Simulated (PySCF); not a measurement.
# Chromium: a sound run and one with changed settings

Sound run: Cr [Ar] 3d5 4s1, Cr⁺ [Ar] 3d5. All numbers are calculated (PySCF 2.14, the non-relativistic Hamiltonian (point nucleus), in 6-31G* (5s4p2d1f, 34 functions)). The sound run starts from symmetry-adapted Hartree-Fock orbitals and uses a fine grid where one is needed.

Changed run: radial step 0.8 in ln r (0.13 in the sound run). This setting is unsound on purpose.

```json
{"species": "Cr", "method": "UHF", "sound run (hartree)": "-1043.18943", "changed run (hartree)": "-1043.18943", "converged": "yes"}
{"species": "Cr", "method": "BP86", "sound run (hartree)": "-1044.38847", "changed run (hartree)": "-1044.39922", "converged": "yes"}
{"species": "Cr", "method": "TPSS", "sound run (hartree)": "-1044.27852", "changed run (hartree)": "-1044.50689", "converged": "yes"}
{"species": "Cr⁺", "method": "UHF", "sound run (hartree)": "-1042.98882", "changed run (hartree)": "-1042.98882", "converged": "yes"}
{"species": "Cr⁺", "method": "BP86", "sound run (hartree)": "-1044.15507", "changed run (hartree)": "-1044.17586", "converged": "yes"}
{"species": "Cr⁺", "method": "TPSS", "sound run (hartree)": "-1044.05290", "changed run (hartree)": "-1044.29175", "converged": "yes"}
```

Ionisation energy of Cr:

```tsv
method	sound run (eV)	changed run (eV)
UHF	5.459	5.459
BP86	6.351	6.078
TPSS	6.139	5.854
```

A coarse radial grid mis-integrates the density and the exchange-correlation energy, with errors of either sign; Hartree-Fock needs no grid.

For comparison, NIST gives 6.767 eV between the lowest levels.
